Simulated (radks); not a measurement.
The numbers below are computed, except where a source is named.
Trend from Lu to Hg: ionisation energy by Delta-SCF between NIST ground configurations, and size. Code: a radial shooting solver on a logarithmic mesh with Libxc functionals. Model: scalar-relativistic Kohn-Sham, PBE, spin-polarised, spherical densities, finite nucleus; open shells are filled with parallel spins first (spin-orbit coupling, left out, can overturn this in heavy ions); Fermi nuclear charge, rms radius of each element as measured or else 0.836 A^(1/3) + 0.57 fm.

species       configuration  IE (eV)  NIST (eV)  kind  -e(HOMO) (eV)  outermost  <r> outermost (bohr)  r at 0.001 e/bohr^3 (bohr)
Lu        [Xe] 4f14 5d1 6s2    5.379      5.426  exp.     1.951 (5d)         6s                  3.68                        5.06
Hf        [Xe] 4f14 5d2 6s2    6.871      6.825  exp.     3.095 (5d)         6s                  3.53                        4.98
Ta        [Xe] 4f14 5d3 6s2    7.374      7.550  exp.     4.207 (5d)         6s                  3.42                        4.88
W         [Xe] 4f14 5d4 6s2    7.530      7.864  exp.     4.759 (6s)         6s                  3.33                        4.78
Re        [Xe] 4f14 5d5 6s2    7.657      7.834  exp.     4.806 (6s)         6s                  3.26                        4.69
Os        [Xe] 4f14 5d6 6s2    8.403      8.438  exp.     4.792 (5d)         6s                  3.10                        4.61
Ir        [Xe] 4f14 5d7 6s2    9.027      8.967  exp.     5.806 (6s)         6s                  2.98                        4.53
Pt        [Xe] 4f14 5d9 6s1    9.508      8.959  exp.     5.622 (5d)         6s                  2.90                        4.35
Au       [Xe] 4f14 5d10 6s1    9.580      9.226  exp.     6.076 (6s)         6s                  2.86                        4.27
Hg                     [Hg]   10.474     10.438  exp.     6.811 (6s)         6s                  2.70                        4.31

Reference values: NIST Atomic Spectra Database (exp. = measured, semi-emp. = semi-empirical, theory = theoretical value adopted there). Open shells are spherical and high-spin; term and fine-structure splittings are not resolved. Spin-orbit splitting is averaged out at the scalar-relativistic level.
